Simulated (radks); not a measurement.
Results of a calculation; reference values are marked as such.
Task: Pr V, 55 electrons, occupied as [Kr] 4d10 4f1 5s2 5p5.5 5f0.5 (fractional occupations, a model configuration). Level of theory: Dirac Kohn-Sham, BLYP, spin-unpolarised, spherical densities, point nucleus; open shells are shared between the two j in proportion to 2j + 1 (a radial shooting solver on a logarithmic mesh with Libxc functionals). Some entries of the table are withheld. Estimate them.

| orbital | occ. | eigenvalue (eV) | <1/r> (bohr^-1) | <r^2> (bohr^2) |
|---|---|---|---|---|
| 1s1/2 | 2 | -41838.91 | 64.70 | 0.0007894 |
| 2s1/2 | 2 | -6774.230 | 15.28 | 0.01247 |
| 2p1/2 | 2 | -6405.247 | 15.26 | 0.009131 |
| 2p3/2 | 4 | -5922.900 | 13.77 | 0.01039 |
| 3s1/2 | 2 | -1506.144 | 5.525 | 0.08470 |
| 3p1/2 | 2 | -1349.277 | 5.438 | 0.07965 |
| 3p3/2 | 4 | -1253.767 | 5.065 | 0.08710 |
| 3d3/2 | 4 | (1) | 4.933 | 0.07098 |
| 3d5/2 | 6 | (2) | 4.839 | 0.07309 |
| 4s1/2 | 2 | -342.9482 | 2.304 | 0.4331 |
| 4p1/2 | 2 | -284.0695 | 2.201 | 0.4603 |
| 4p3/2 | 4 | -263.1542 | 2.078 | 0.5001 |
| 4d3/2 | 4 | -166.2395 | 1.867 | 0.5851 |
| 4d5/2 | 6 | -162.5118 | 1.837 | 0.6005 |
| 5s1/2 | 2 | -83.5196 | 0.9424 | 2.253 |
| 5p1/2 | 1.83333 | -66.1743 | 0.8529 | 2.707 |
| 5p3/2 | 3.66667 | -62.5763 | 0.8123 | 2.936 |
| 4f5/2 | 0.428571 | -51.8757 | (3) | 1.050 |
| 4f7/2 | 0.571429 | -51.4184 | (4) | 1.065 |
| 5d3/2 | 0 | -38.0237 | 0.6307 | 4.756 |
| 5d5/2 | 0 | -37.5648 | 0.6227 | 4.865 |
| 6s1/2 | 0 | -31.5026 | 0.4313 | 10.12 |
| 5f5/2 | 0.214286 | (5) | (6) | 14.06 |
| 5f7/2 | 0.285714 | (7) | (8) | 14.14 |

Result: 
(1) 3d3/2 eigenvalue (eV): -979.9804
(2) 3d5/2 eigenvalue (eV): -959.4071
(3) 4f5/2 <1/r> (bohr^-1): 1.375
(4) 4f7/2 <1/r> (bohr^-1): 1.365
(5) 5f5/2 eigenvalue (eV): -18.1024
(6) 5f5/2 <1/r> (bohr^-1): 0.3651
(7) 5f7/2 eigenvalue (eV): -18.0656
(8) 5f7/2 <1/r> (bohr^-1): 0.3643
